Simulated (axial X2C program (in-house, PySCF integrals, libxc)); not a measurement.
Spin–orbit effects along a row: molecules with Cl, HF

All values come from calculations with an in-house all-electron X2C program for linear molecules (integrals from PySCF), spin-free (one-electron X2C) or two-component (2c: spin–orbit coupling with atomic mean-field Coulomb and Gaunt terms, which also bring small scalar terms), in Dyall basis sets with cores contracted in-house; open shells are unrestricted.

Basis sets: Br dyall-cv3z, Cl dyall-av3z, Cr dyall-cv3z, Fe dyall-cv3z, Ga dyall-cv3z, Ge dyall-cv3z, Mn dyall-cv3z, Sc dyall-cv3z, Ti dyall-cv3z, V dyall-cv3z.

```tsv
molecule	spin-free state	Re (Å)	ωe (cm⁻¹)	De (eV)	2c state	Re 2c (Å)	ωe 2c (cm⁻¹)	De 2c (eV)
ScCl	M_S = 1, Λ = 2	2.404	376.1	3.83	Ω = 1	2.404	375.9	3.77
TiCl	M_S = 3/2, Λ = 3	2.362	377.8	3.65	Ω = 3/2	2.362	377.7	n/a
VCl	M_S = 2, Λ = 1	2.295	394.0	2.89	Ω = 1	2.295	394.0	n/a
CrCl	M_S = 5/2, Λ = 0	2.277	393.1	2.82	Ω = 5/2	2.278	392.9	2.75
MnCl	M_S = 3, Λ = 0	2.310	366.7	3.13	Ω = 3	2.311	366.5	3.06
FeCl	M_S = 5/2, Λ = 2	2.258	385.4	2.99	Ω = 9/2	2.258	385.1	n/a
GaCl	M_S = 0, Λ = 0	2.231	354.3	3.58	Ω = 0	2.232	354.1	n/a
GeCl	M_S = 1/2, Λ = 1	2.192	395.0	2.62	Ω = 1/2	2.193	394.2	n/a
BrCl	M_S = 0, Λ = 0	2.127	485.3	0.72	Ω = 0	2.129	483.0	0.51
```

Each entry is the lowest single determinant of a limited PBE0 search at one distance. De goes to single-determinant-based atoms at the same level (for ions the charge split of lowest energy) and is withheld (n/a) where an atom does not fit its ground term or J level. Main or longest-lived isotopes. One determinant is a doubtful description, or other states lie close, for ScCl, TiCl, VCl, CrCl, MnCl, FeCl; these need not be ground states, and all values refer to the states named. Some open-shell Ω = 0 determinants are out of reach, so the Ω given for VCl, MnCl need not be the lowest component. With several unpaired electrons the Ω given is that of one determinant, not necessarily of the lowest component.
